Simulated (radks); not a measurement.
Problem. The table gives one normalised radial function P(r) = r R(r) of O2+ in [He] 2p4 (r in bohr). Calculated with a radial shooting solver on a logarithmic mesh with Libxc functionals: non-relativistic Kohn-Sham, PBE, spin-polarised, spherical densities, point nucleus; open shells are filled with parallel spins first.

r	P
0.006275	0.0007
0.006963	0.0008
0.007665	0.0010
0.008505	0.0012
0.009437	0.0015
0.01047	0.0019
0.01153	0.0023
0.01279	0.0028
0.01419	0.0034
0.01575	0.0041
0.01733	0.0050
0.01923	0.0061
0.02134	0.0075
0.02368	0.0091
0.02607	0.0109
0.02892	0.0133
0.03209	0.0162
0.03561	0.0196
0.0392	0.0235
0.04349	0.0284
0.04826	0.0343
0.05355	0.0414
0.05895	0.0491
0.06541	0.0590
0.07258	0.0707
0.08053	0.0845
0.08864	0.0994
0.09836	0.1180
0.1091	0.1396
0.1211	0.1646
0.1333	0.1909
0.1479	0.2231
0.1641	0.2594
0.1821	0.3000
0.2005	0.3413
0.2224	0.3900
0.2468	0.4427
0.2739	0.4987
0.3015	0.5528
0.3345	0.6128
0.3712	0.6731
0.4118	0.7320
0.4533	0.7834
0.503	0.8340
0.5582	0.8770
0.6193	0.9102
0.6817	0.9301
0.7564	0.9382
0.8394	0.9306
0.9314	0.9064
1.025	0.8694
1.138	0.8144
1.262	0.7456
1.401	0.6660
1.542	0.5861
1.711	0.4962
1.898	0.4071
2.106	0.3226
2.318	0.2514
2.572	0.1841
2.854	0.1284
3.167	0.0848
3.486	0.0549
3.869	0.0321

Which n and l does it have? It may be an empty orbital.

Solution. n = 2, l = 1: the number of nodes gives n - l - 1 = 0, the rise at small r (about r^(l+1)) gives l, and the extent must fit the shell. The curve is that of 2p down; the table hardly tells the two spins apart. 2p down: eigenvalue -39.614 eV, 0 radial nodes, <r> = 1.04 bohr, 90 % of the charge inside 1.75 bohr.
